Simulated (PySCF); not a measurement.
Assignment exercise: C₆H₁₀ClFSi

Structure with atom numbers: `[CH2:1]=[C:2]([F:3])[CH2:4]/[C:5]([Cl:6])=[CH:7]/[CH2:8][SiH3:9]` (H(Xn): hydrogen on atom n). Ha(C1) is cis to F3; Hb(C1) is trans to F3.

Theory: shielding tensors at PBE0/pcSseg-1 (GIAO), geometry: GFN2-xTB, in PySCF 2.14 (single conformer, no solvent, one averaged value for each set of equivalent atoms, non-relativistic).

δ = σ(ref) − σ, references computed at the same level: TMS for 13C (σ = 186.93 ppm) and 1H (σ = 31.72 ppm).

Task: Assign these signals to the numbered atoms. 13C{1H} NMR (computed): δ 173.3, 140.1, 133.7, 99.4, 48.3, 15.3.

Result: 
```tsv
δ (ppm)	atoms	environment	reason
173.3	C2	fully substituted alkene carbon	–
140.1	C5	fully substituted alkene carbon	an sp2 carbon of a C=C bond
133.7	C7	alkene CH	the olefinic region
99.4	C1	terminal =CH2 carbon	–
48.3	C4	allylic sp3 CH2	saturated and bonded to C and H only
15.3	C8	allylic sp3 CH2 bonded to Si	–
```

Task: Assign these signals to the numbered atoms. 1H NMR (400 MHz, computed): δ 6.06 (t, 1H), 4.92 (m, 1H), 4.62 (m, 1H), 3.84 (t, 3H), 2.97 (m, 2H), 2.00 (m, 2H).

Result: 
| δ (ppm) | atoms | environment | reason |
| --- | --- | --- | --- |
| 6.06 | H(C7) | hydrogen on an alkene CH | a vinylic proton, deshielded by the sp2 carbon and the C=C anisotropy |
| 4.92 | Ha(C1) | hydrogen on a terminal =CH2 carbon | olefinic region |
| 4.62 | Hb(C1) | hydrogen on a terminal =CH2 carbon | – |
| 3.84 | H(Si9) | hydrogen on a silicon bonded to C | – |
| 2.97 | H(C4) | hydrogen on an allylic sp3 CH2 | allylic position |
| 2.00 | H(C8) | hydrogen on an allylic sp3 CH2 bonded to Si | allylic position |

Carbons that carry Cl, above all several Cl atoms, come out too deshielded, partly because spin–orbit coupling is missing. Splittings by 19F in the carbon and heteronuclear signals aren't shown, as no couplings were computed. Shifts are as computed. Against solution values, carbons near 30 ppm lie about +3 ppm off and those near 130 ppm about +5 ppm; carbons on Cl a further +6 ppm. Of 1309 compounds with measured shifts, 239 miss one by over three times the rms of a fit or turn the order of signals round; such compounds aren't used in these exercises. No couplings were computed; multiplicities are counted from neighbouring protons, with m where these are inequivalent, close in shift, in a saturated or five-membered ring or joined by F or P, and br s for small geminal =CH2 splittings.
